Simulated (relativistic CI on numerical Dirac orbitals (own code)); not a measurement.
## Fe+ in a cubic cluster: 3s photoemission with charge transfer

Computed with a charge-transfer multiplet model of a cubic metal-ligand cluster with up to 3 ligand holes, Slater and spin-orbit integrals from Dirac-Coulomb-Breit ions, Slater integrals scaled by 0.7. The ground state mixes d7 with configurations of k ligand holes L, whose averages lie at kΔ + k(k − 1)U_dd/2; a core hole lowers each added d electron by U_cd. 300 K, Lorentzian 1.4 eV and Gaussian 0.8 eV FWHM.

Atomic integrals in eV (Slater integrals scaled, ζ unscaled), ground: F2dd 6.782, F4dd 4.176, zeta_d 0.042; with the core hole: F2dd 7.754, F4dd 4.819, zeta_d 0.051, G2cd 8.105.

Cluster parameters (eV): U_dd = 5.9, U_cd = 7.4, 10Dq = 1, 10Dq(ligand) = 0.4, V(eg) = 1.75, V(t2g) = -0.84, final-state hopping factor = 1.

```csv
Case,n_d,d7,d8L,d9L2,d10L3,S
Δ = 3.7 eV,7.23,0.78,0.22,0.01,0.00,1.12
Δ = 5.7 eV,7.11,0.89,0.11,0.00,0.00,1.49
Δ = 6.7 eV,7.09,0.91,0.08,0.00,0.00,1.49
Δ = 7.7 eV,7.07,0.93,0.07,0.00,0.00,1.50
Δ = 8.7 eV,7.06,0.94,0.06,0.00,0.00,1.50
```

Weights, n_d and S are thermal averages at 300 K. Binding energies count from the first peak over 30 % of the highest in each spectrum, which can be another peak from case to case. The parameters are a model scan and need not match a compound or its usual spin state. Peaks in eV (height, largest 100):
- Δ = 3.7 eV: 0.0 (100), 5.7 (73), 9.7 (30), 12.6 (18)
- Δ = 5.7 eV: 0.0 (100), 5.1 (54), 10.1 (26)
- Δ = 6.7 eV: 0.0 (100), 5.5 (45), 10.0 (23)
- Δ = 7.7 eV: 0.0 (100), 6.0 (43), 10.4 (17)
- Δ = 8.7 eV: 0.0 (100), 6.3 (41), 10.8 (12)

Curve for Δ = 6.7 eV (points under 2 left out, the grid thinned):

E (eV), Intensity and a bar:
```
     -3.7        4.7 #
     -3.3        5.9 #
     -2.9        7.4 ##
     -2.5        9.8 ##
     -2.1       13.5 ###
     -1.7       19.7 #####
     -1.3       30.9 #########
     -0.9       50.9 ###############
     -0.4       86.1 ##########################
      0.0      100.0 ##############################
      0.4       84.6 #########################
      0.8       57.0 #################
      1.2       36.8 ###########
      1.6       26.6 ########
      2.0       22.5 ######
      2.4       21.3 ######
      2.8       20.9 ######
      3.2       20.9 ######
      3.6       22.6 ######
      4.0       26.8 ########
      4.4       33.4 ##########
      4.8       40.0 ############
      5.3       44.7 #############
      5.7       44.8 #############
      6.1       40.1 ############
      6.5       31.7 #########
      6.9       24.1 #######
      7.3       18.8 #####
      7.7       15.4 ####
      8.1       13.6 ####
      8.5       13.2 ###
      8.9       14.4 ####
      9.3       17.6 #####
      9.7       21.6 ######
     10.1       22.6 ######
     10.5       19.3 #####
     10.9       14.7 ####
     11.4       10.0 ##
     11.8        7.4 ##
     12.2        5.8 #
     12.6        4.5 #
     13.0        3.5 
     13.4        2.8 
     13.8        2.4 
     14.2        2.1
```

For the case Δ = 5.7 eV, Δ = 5.7 eV is smaller than U_dd = 5.9 eV, the charge-transfer side of the Zaanen-Sawatzky-Allen scheme. With the core hole the configuration with one ligand hole lies at Δ − U_cd = -3.7, -1.7, -0.7, 0.3, 1.3 eV from the one without, in the order of the table; where this is negative the screened configuration lies lower, though the effective hopping of about 2.5 eV (from the holes of the mixed ground state) mixes the two strongly wherever it is as large as the gap.

Without intra-shell correlation the exchange splitting of the 3s hole comes out too large.
